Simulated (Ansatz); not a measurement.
# Worked example: the barrier

An elementary step of SiNH5Cl2, singlet (SiH₂Cl₂ ([Cl][SiH2][Cl]) + NH₃ → SiNH₃Cl₂ ([NH2][SiH]([Cl])[Cl]) + H₂; bonds formed: Si1–N7, H2–H6; bonds broken: Si1–H2, H6–N7). “Start” is the structure reached by relaxing down from the saddle towards the reactants; PBE0-D4/def2-TZVP structures. The saddle:

| atom | x (Å) | y (Å) | z (Å) |
| --- | --- | --- | --- |
| Si1 | -0.5062 | -0.5217 | -0.0632 |
| H2 | 1.1150 | -0.9822 | 0.3997 |
| Cl3 | -0.1448 | -1.6532 | -1.7603 |
| Cl4 | -1.0411 | -1.2148 | 1.8144 |
| H5 | -1.8475 | -0.0258 | -0.4604 |
| H6 | 1.2004 | 0.0712 | 0.2939 |
| N7 | 0.4522 | 1.0630 | -0.0166 |
| H8 | 0.1833 | 1.7312 | 0.6974 |
| H9 | 0.5889 | 1.5324 | -0.9050 |

Computed with Ansatz 0.2.0 (basis: def2-TZVPP and def2-QZVPP); correlated methods freeze the cores.

Energies in eV:

| quantity | saddle | start |
| --- | --- | --- |
| Hartree–Fock, triple zeta (X = 3) | -34432.28641 | -34434.93914 |
| Hartree–Fock, quadruple zeta (X = 4) | -34433.31223 | -34435.96664 |
| MP2 correlation, X = 3 | -20.87604 | -20.05332 |
| MP2 correlation, X = 4 | -22.70658 | -21.86506 |
| CCSD(T) correlation, X = 3 | -23.17676 | -22.44056 |

Problem. Work out the barrier at the basis limit: extrapolate Hartree–Fock as E(X) = E∞ + A exp(−7.88 √X) and the MP2 correlation as E(X) = E∞ + B X^−2.97 (the exponents that Neese and Valeev fitted for def2-TZVPP and QZVPP), then add CCSD(T) − MP2 in triple zeta.

Solution. Each step is linear, so take the differences first (saddle − start): Hartree–Fock 2.65273 (X = 3) and 2.65441 (X = 4); MP2 correlation -0.82272 and -0.84152; CCSD(T) correlation -0.73620.
Two points give E∞ = E(4) + w [E(4) − E(3)], with w = 1/(exp(7.88 (2 − √3)) − 1) = 0.1377 for Hartree–Fock and w = 1/((4/3)^2.97 − 1) = 0.7407 for the correlation.
Hartree–Fock: 2.65441 + 0.1377 × 0.00168 = 2.6546 eV.
MP2 correlation: -0.84152 + 0.7407 × (-0.01880) = -0.8554 eV.
CCSD(T) − MP2: -0.73620 − (-0.82272) = 0.0865 eV.
Sum: 2.6546 + (-0.8554) + 0.0865 = 1.8857 eV, or 43.49 kcal/mol. Plain CCSD(T) in triple zeta gives 1.9165 eV, so the larger basis shifts the result by -0.0308 eV.

T1 diagnostic: at most 0.010.

Labels in which every atom is bracketed show which atoms are joined, not bond orders.

For scale, one of the runs: CCSD(T)/def2-TZVPP, 227 basis functions, launched by `ansatz run in.yaml --threads 4 --pin off --events-out ev --progress --plain --max-ram 9574MiB`. The run took 68 s on 4 CPU threads of an Arm Neoverse V2 (shared host), with 3.5 GiB of host memory at its peak.
